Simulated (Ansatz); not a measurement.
# Worked example: GeH2Cl2 + CH2F → GeH2Cl + CH2ClF

Species: GeH2Cl2 (dichlorogermane) `[Cl][GeH2][Cl]`, singlet; CH2F `[CH2]F`, doublet; GeH2Cl `[Cl][GeH2]`, doublet; CH2ClF (chlorofluoromethane) `FCCl`, singlet. A radical takes Cl: the energy is the difference in strength between the Ge–Cl bond broken and the C–Cl bond made.

Shapes, held fixed at every level: PBE0-D4/def2-TZVP. Programs: Ansatz 0.2.0. The zero-point and thermal change to 298 K, harmonic and unscaled (PBE0-D4/def2-TZVP), is +5.8 kJ/mol.

At CCSD(T)/def2-TZVPP; 1 Eh = 2625.50 kJ/mol:

```
species   energy (Eh)
GeH2Cl2  -2996.340557
   CH2F   -138.893050
 GeH2Cl  -2536.521267
 CH2ClF   -598.693144
```

Task: Work out ΔH(298 K) of the reaction at this level.

Result: 
1. Products less reactants: (-2536.521267) + (-598.693144) − [(-2996.340557) + (-138.893050)] = 0.019196 Eh = +50.4 kJ/mol.
2. With the thermal change: +50.4 + (+5.8) = +56.2 kJ/mol.

Other levels give +54.9 (wB97X-V/def2-TZVPP) to +86.0 kJ/mol (HF/def2-SVP). No measured value is set beside it here. Open shells run unrestricted unless RO is named. Relativity is left out for Ge unless named. Correlated rows may include outer-core shells of Ge, which these sets cover unevenly.
